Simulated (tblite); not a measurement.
Species: C5H3FO (charge +1 and doublet state).
Structure used (GFN2-xTB), in Å, numbered top down from 1:
```xyz
10
C5H3FO angstrom
C      2.6714    0.5550   -0.1024
C      1.5941    0.0192   -0.0323
C      0.3399   -0.6538    0.0674
O      0.0979   -1.7690    0.3857
C     -0.7294    0.3415   -0.3206
C     -1.9933   -0.0804   -0.3004
F     -2.3586   -1.2796    0.0279
H      3.6543    0.9534   -0.1409
H     -0.4408    1.3418   -0.5950
H     -2.8265    0.5766   -0.5705
```

Structure optimised with GFN2-xTB, isolated species. This method treats the open shell by occupation alone, without spin polarisation.

Masses are those of the commonest isotopes; rigid-rotor values at the optimised geometry. The values belong to one conformer with, in the numbering `[CH+:1]=[C:2][C:3](=[O:4])/[CH:5]=[CH:6]\[F:7]`, C2–C3–C5–C6 180°.

What are A, B and C (GHz)?

Ia = 61.69, Ib = 310.26, Ic = 371.95 u·Å²; 505379 MHz·u·Å²/I gives 8192, 1629 and 1359 MHz, that is A = 8.1920, B = 1.6289, C = 1.3587 GHz.

Classify the top.

A near-prolate asymmetric top; Ray's κ = -0.921.

What does the inertial defect say?

Planar: Δ = Ic − Ia − Ib = 0.00 u·Å². For a rigid frame Δ = −2 Σ m c², so it vanishes when all atoms lie in the ab plane; here none is more than 0.01 Å from it.

List the rotational levels J(Ka,Kc) to J = 5 (MHz).

Above 0(0,0):
J = 1: 1(0,1) 2988, 1(1,1) 9551, 1(1,0) 9821
J = 2: 2(0,2) 8955, 2(1,2) 15256, 2(1,1) 16066, 2(2,1) 35756, 2(2,0) 35764
J = 3: 3(0,3) 17885, 3(1,3) 23809, 3(1,2) 25429, 3(2,2) 44718, 3(2,1) 44759, 3(3,1) 78214, 3(3,0) 78214
J = 4: 4(0,4) 29754, 4(1,4) 35203, 4(1,3) 37904, 4(2,3) 56663, 4(2,2) 56785, 4(3,2) 90181, 4(3,1) 90182, 4(4,1) 137053, 4(4,0) 137053
J = 5: 5(0,5) 44532, 5(1,5) 49432, 5(1,4) 53480, 5(2,4) 71583, 5(2,3) 71866, 5(3,3) 105145, 5(3,2) 105150, 5(4,2) 152009, 5(4,1) 152009, 5(5,1) 212276, 5(5,0) 212276

Estimate the classical rotational partition function at 10 K, 50 K and 298.15 K.

Point group Cs, symmetry number σ = 1; q = (√π/σ)·√((kT/h)³/(ABC)), k/h = 20836.6 MHz/K: 1250 at 10 K, 14000 at 50 K, 204000 at 298.15 K.

For this open shell read J as N, the rotation without spin; fine and hyperfine splittings come on top. Its GFN2-xTB frequencies are all real (lowest 46 cm⁻¹). No vibrational averaging or centrifugal distortion is included, and the geometry carries the error of its method.

Hardware: an Arm Neoverse V1 with one thread (shared host). Cost: 0.29 s. This is the geometry optimisation.

The numbers are calculated, not measured.
